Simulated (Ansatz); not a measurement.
Relaxation of C2H4FSi (8 atoms, charge 1, multiplicity 1), to a largest force component of 0.015 eV/Å in at most 40 steps.

All numbers below come from Ansatz, RKS revPBE/def2-SVP.

```xyz
8
Properties=species:S:1:pos:R:3
C -0.651 1.806 -1.201
Si -0.240 0.207 -0.443
C 0.674 -0.759 0.858
F -0.852 -0.729 -1.572
H -1.528 2.426 -1.009
H 0.784 -1.819 0.623
H 0.154 -0.681 1.822
H 1.677 -0.331 0.998
```

**Question.** Where does it end, and by what steps?

**Answer.** The run converged. Limits of this set-up: the dipole of an ion depends on the origin. After 21 steps the energy has fallen by 0.313 eV; H6 moved furthest, 0.79 Å.

| step | energy less start (eV) | largest force component (eV/Å) | accepted |
| --- | --- | --- | --- |
| 0 | 0.0000 | 1.067 | yes |
| 1 | -0.1763 | 0.457 | yes |
| 2 | -0.2186 | 0.387 | yes |
| 3 | -0.2442 | 0.466 | yes |
| 4 | -0.2718 | 0.263 | yes |
| 5 | -0.2807 | 0.173 | yes |
| 6 | -0.2850 | 0.083 | yes |
| 7 | -0.2874 | 0.048 | yes |
| 8 | -0.2728 | 0.291 | no |
| 9 | -0.2905 | 0.045 | yes |
| 10 | -0.2931 | 0.175 | yes |
| 11 | -0.2964 | 0.114 | yes |
| 12 | -0.3008 | 0.191 | yes |
| 13 | -0.3035 | 0.245 | yes |
| 14 | -0.3073 | 0.219 | yes |
| 15 | -0.2972 | 0.338 | no |
| 16 | -0.3110 | 0.039 | yes |
| 17 | -0.3120 | 0.054 | yes |
| 18 | -0.3124 | 0.055 | yes |
| 19 | -0.3127 | 0.016 | yes |
| 20 | -0.3127 | 0.025 | yes |
| 21 | -0.3128 | 0.006 | yes |

```xyz
8
Properties=species:S:1:pos:R:3
C -0.501 1.605 -1.082
Si -0.527 -0.047 -0.446
C 0.648 -0.662 0.828
F -1.370 -1.037 -1.394
H -0.879 2.645 -1.078
H 1.360 -1.366 0.342
H 0.076 -1.196 1.618
H 1.211 0.177 1.288
```

The run took 27 s on 1 CPU thread of a shared host.
